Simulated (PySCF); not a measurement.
Compound: C2H4F2OSi.
Z-matrix (Å and degrees, PBE0-D3(BJ)/def2-SVP geometry), rows numbered from 1:
```
O 
C   1  1.2042
Si  2  1.9323  1  122.26
C   3  1.9232  2  105.80  1  -138.19
F   4  1.3596  3  108.87  2    58.51
F   4  1.3629  3  108.04  2   -58.47
H   2  1.1252  1  120.41  3   179.96
H   3  1.4875  2  110.46  1   -18.20
H   3  1.4928  2  109.96  1   105.23
H   4  1.1056  3  116.09  2  -179.53
```

Level of theory: PySCF 2.14.0, PBE0-D3(BJ)/def2-SVP geometry optimisation, gas phase.

Take the most abundant isotopes and a rigid rotor. The values belong to one conformer with, in the numbering `[O:1]=[CH:2][SiH2:3][CH:4]([F:5])[F:6]`, O1–C2–Si3–C4 -138°, C2–Si3–C4–F5 59°.

Give the principal moments of inertia and the rotational constants in cm⁻¹.

Ia = 109.27, Ib = 312.62, Ic = 324.04 u·Å²; 505379 MHz·u·Å²/I gives 4625, 1617 and 1560 MHz, that is A = 0.15427, B = 0.05392, C = 0.05202 cm⁻¹.

Classify the top.

A near-prolate asymmetric top; Ray's κ = -0.963.

Is it planar, by Δ = Ic − Ia − Ib?

Not planar: Δ = Ic − Ia − Ib = -97.85 u·Å². For a rigid frame Δ = −2 Σ m c², so Σ m c² = 48.93 u·Å² lies off the ab plane: 6.47 from hydrogen and 42.45 from heavier atoms. The atom farthest from that plane is 1.87 Å away.

Give the other two planar moments, Paa and Pbb, and the rms extents of the mass along the axes.

Paa = Σ m a² = (Ib + Ic − Ia)/2 = 263.70 and Pbb = Σ m b² = (Ia + Ic − Ib)/2 = 60.35 u·Å². With the mass M = 110.00 u, the rms extents √(P/M) along a, b and c are 1.55, 0.74, 0.67 Å.

List the rotational levels J(Ka,Kc) to J = 3 (MHz).

Above 0(0,0):
J = 1: 1(0,1) 3176, 1(1,1) 6185, 1(1,0) 6242
J = 2: 2(0,2) 9528, 2(1,2) 12480, 2(1,1) 12651, 2(2,1) 21676, 2(2,0) 21677
J = 3: 3(0,3) 19053, 3(1,3) 21922, 3(1,2) 22264, 3(2,2) 31205, 3(2,1) 31209, 3(3,1) 46389, 3(3,0) 46389

Which lines would a microwave search look for?

The dipole components are |μa| = 1.47 D, |μb| = 2.05 D, |μc| = 0.32 D. The squared components, which scale the intensities, stand as 0.51 : 1.00 : 0.02 (a : b : c). Some of the stronger lines:

```json
{"type": "b", "branch": "Q", "J(Ka,Kc)": "3(1,2) ← 3(0,3)", "MHz": "3211", "lower level (cm⁻¹)": "0.636"}
{"type": "b", "branch": "R", "J(Ka,Kc)": "1(1,1) ← 0(0,0)", "MHz": "6185", "lower level (cm⁻¹)": "0.000"}
{"type": "a", "branch": "R", "J(Ka,Kc)": "2(1,2) ← 1(1,1)", "MHz": "6295", "lower level (cm⁻¹)": "0.206"}
{"type": "a", "branch": "R", "J(Ka,Kc)": "2(1,1) ← 1(1,0)", "MHz": "6409", "lower level (cm⁻¹)": "0.208"}
{"type": "b", "branch": "Q", "J(Ka,Kc)": "2(2,0) ← 2(1,1)", "MHz": "9026", "lower level (cm⁻¹)": "0.422"}
{"type": "b", "branch": "Q", "J(Ka,Kc)": "3(2,2) ← 3(1,3)", "MHz": "9282", "lower level (cm⁻¹)": "0.731"}
{"type": "a", "branch": "R", "J(Ka,Kc)": "3(0,3) ← 2(0,2)", "MHz": "9525", "lower level (cm⁻¹)": "0.318"}
{"type": "b", "branch": "Q", "J(Ka,Kc)": "3(3,1) ← 3(2,2)", "MHz": "15185", "lower level (cm⁻¹)": "1.041"}
{"type": "b", "branch": "R", "J(Ka,Kc)": "3(2,1) ← 2(1,2)", "MHz": "18729", "lower level (cm⁻¹)": "0.416"}
{"type": "b", "branch": "R", "J(Ka,Kc)": "3(3,0) ← 2(2,1)", "MHz": "24713", "lower level (cm⁻¹)": "0.723"}
```

Estimate the classical rotational partition function at 25 K, 100 K and 200 K.

Point group C1, symmetry number σ = 1; q = (√π/σ)·√((kT/h)³/(ABC)), k/h = 20836.6 MHz/K: 6170 at 25 K, 49400 at 100 K, 140000 at 200 K.

No PBE0-D3(BJ)/def2-SVP frequencies stand behind this structure, so it isn't proved a minimum. Zero-point vibration and centrifugal distortion are left out.
